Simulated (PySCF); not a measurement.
An unknown shows these calculated signals:

¹H NMR (400 MHz, computed): δ 8.85 (d, 1H), 7.85 (m, 1H), 7.33 (m, 1H), 7.33 (d, 1H), 5.01 (br s, 1H), 4.91 (s, 2H).

¹³C{¹H} NMR (computed): δ 169.6 (C), 155.6 (CH), 142.8 (CH), 127.0 (CH), 126.0 (CH), 67.7 (CH2).

[PySCF 2.14.0 with density-fitted response routines: σ from GIAO-B97-2/pcSseg-2; coordinates at the PBE0-D3(BJ)/def2-TZVP level; in vacuum; single conformer; relativity neglected; averaged over atoms made equivalent by symmetry, fast rotation or ring inversion]

References, each an isolated molecule treated in the same way: TMS for ¹H (σref 31.64) and ¹³C (σref 185.38).

Question: Which of these does the molecule contain: a methoxy group, a nitrile, a Si–CH3 group, an OH group, a heteroaromatic ring?

Answer: 
- A methoxy group: no.
- A nitrile: no.
- A Si–CH3 group: no.
- An OH group: yes (δH 5.01 (br s)).
- A heteroaromatic ring: yes.

The data belong to SMILES C1=CC=NC(CO)=C1, C₆H₇NO; they needn't prove each group on their own.

Carbon signals by region: 1 in the far downfield region (above 160 ppm), 4 in the sp2 and nitrile region (100–160 ppm), 1 at 50–100 ppm. Above 160 ppm: 169.6, substituted aromatic carbon next to a ring nitrogen.

OH and NH positions are those of a molecule without intermolecular hydrogen bonds; in solution they move with solvent, concentration and temperature, and exchange usually removes their couplings. Shifts are as computed. Against solution values, carbons near 30 ppm lie about +3 ppm off and those near 130 ppm about +7 ppm. Of 1309 compounds with measured shifts, 239 miss one by over three times the rms of a fit or turn the order of signals round; such compounds aren't used in these exercises. Multiplicities follow the n + 1 count of equivalent neighbours, as no J values were calculated; m marks all less simple cases, F and P coupling included.
